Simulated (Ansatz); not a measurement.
One change: `C[O][Y]([O]C)[O]C` becomes `C[O][Y]([NH2])[O]C`.

Ansatz, PBE0-D4/def2-TZVP geometries, multiplicity 1. Each molecule was computed in one conformer, which needn't be the lowest.

Elements past krypton have def2 core potentials.

```csv
property,`C[O][Y]([O]C)[O]C`
LUMO energy (ωB97M-V/def2-TZVPP) / eV,-0.22
HOMO energy (PBE/def2-TZVPP) / eV,-5.59
size of the dipole moment (ωB97M-V/def2-TZVPP) / D,0.03
HOMO–LUMO gap (PBE0/def2-TZVPP) / eV,5.69
size of the dipole moment (B3LYP/def2-TZVPP) / D,0.03
HOMO–LUMO gap (PBE/def2-TZVPP) / eV,3.43
```

(1) What does the change do to each property? (Best estimate.)

Results:

(1) Computed: 
```csv
property,`C[O][Y]([NH2])[O]C`,shift
LUMO energy (ωB97M-V/def2-TZVPP) / eV,-0.11,0.11
HOMO energy (PBE/def2-TZVPP) / eV,-5.17,0.42
size of the dipole moment (ωB97M-V/def2-TZVPP) / D,0.26,0.23
HOMO–LUMO gap (PBE0/def2-TZVPP) / eV,5.17,-0.52
size of the dipole moment (B3LYP/def2-TZVPP) / D,0.23,0.20
HOMO–LUMO gap (PBE/def2-TZVPP) / eV,3.11,-0.32
```

With PBE0 the HOMO rises by 0.61 eV and the LUMO rises by 0.10 eV, so the gap narrows by about 0.51 eV. PBE moves the HOMO by 0.42 eV and ωB97M-V by 0.64 eV.

B3LYP here is the variant with VWN-RPA as its local correlation; programs differ in this.
